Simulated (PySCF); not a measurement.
**Structure elucidation problem**

An unknown has the formula C₇H₁₃NSi. Its calculated NMR data are:

$^{1}$H NMR (600 MHz, computed): δ 5.91 (t, 1H), 5.89 (br s, 1H), 5.29 (br s, 1H), 4.93 (t, 2H), 2.66 (m, 2H), 2.63 (m, 2H), 2.07 (m, 2H), 0.14 (br s, 2H).

$^{13}$C{$^{1}$H} NMR (computed): δ 155.4 (C), 142.4 (C), 132.9 (CH), 114.9 (CH2), 28.2 (CH2), 28.0 (CH2), 20.9 (CH2).

In vacuum, a single conformation, relativity neglected, fast rotation and ring inversion assumed for equivalent nuclei. GFN2-xTB structure; shielding tensors at PBE0/pcSseg-1 (GIAO); PySCF.

Shifts are taken against calculated references (same method and geometry level): $^{1}$H (σ = 31.72 ppm), $^{13}$C (σ = 186.93 ppm) vs TMS.

Q: Deduce the structure.

A: 
- The formula gives 3 degrees of unsaturation (1 ring in the answer).
- 7 carbon signals for 7 carbons: no two carbons are equivalent.
- Carbon types of the structure: 2 × C, 1 × CH, 4 × CH2, leaving 4 H on heteroatoms.
- δC 155.4, 142.4: fully substituted alkene carbon; an sp2 carbon of a C=C bond.
- δC 132.9: alkene CH; an sp2 carbon of a C=C bond.
- δC 114.9: terminal =CH2 carbon; an sp2 carbon of a C=C bond.
- δC 28.2, 28.0: allylic sp3 CH2; saturated and bonded to C and H only.
- δH 5.91: hydrogen on an alkene CH; a vinylic proton, deshielded by the sp2 carbon and the C=C anisotropy.
- δH 5.89, 5.29: hydrogen on a terminal =CH2 carbon; a vinylic proton, deshielded by the sp2 carbon and the C=C anisotropy.
- δH 0.14: hydrogen on a nitrogen bonded to Si; labile proton, position sensitive to the medium.

Structure: `InChI=1S/C7H13NSi/c1-6-2-3-7(6)4-5-9-8/h4H,1-3,5,8-9H2/b7-4-`.

The data come from this structure; uniqueness wasn't tested.

Exchangeable OH/NH protons stand at their gas-phase positions; hydrogen bonding in a real sample shifts them, mostly to higher δ. Shifts are as computed. Against solution values, carbons near 30 ppm lie about +3 ppm off and those near 130 ppm about +5 ppm. Of 1309 compounds with measured shifts, 239 miss one by over three times the rms of a fit or turn the order of signals round; such compounds aren't used in these exercises. No couplings were computed; multiplicities are counted from neighbouring protons, with m where these are inequivalent, close in shift, in a saturated or five-membered ring or joined by F or P, and br s for small geminal =CH2 splittings.
